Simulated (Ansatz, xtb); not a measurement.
# A geometry optimisation of BSeSi with r2SCAN-D4/def2-SVP

The starting geometry of this gas-phase doublet has its atoms placed at random; its bonds are those of `B1=[Si][Se]1`.

```xyz
3

B    -0.4705    0.1432   -0.8297
Se    0.5388   -0.6342    0.5352
Si   -0.5941    1.5933    0.2879
```

Problem. Guess where an optimisation with r2SCAN-D4/def2-SVP ends from this start.

Solution. It ends as a structure given below by its coordinates.

The energy falls by 0.38 eV over 4 steps:

| step | E − E(last) (eV) |
| --- | --- |
| 1 | 0.379 |
| 2 | 0.054 |
| 3 | 0.000 |
| 4 | 0.000 |

Final geometry (Å):

```xyz
3

B    -0.4982    0.0753   -0.9518
Se    0.5063   -0.5294    0.5668
Si   -0.5339    1.5565    0.3784
```

From the same start GFN2-xTB ends elsewhere, differing in Se2–Si3 (3.55 against 2.34 Å here).

From so rough a start the end depends on the optimiser's path, so another program may land elsewhere. No frequencies were run, so the end isn't proven a minimum. Open shells are spin-unrestricted. Run with Ansatz 0.2.0, 68 s on 1 thread of Arm Neoverse V1, with other jobs on the host.
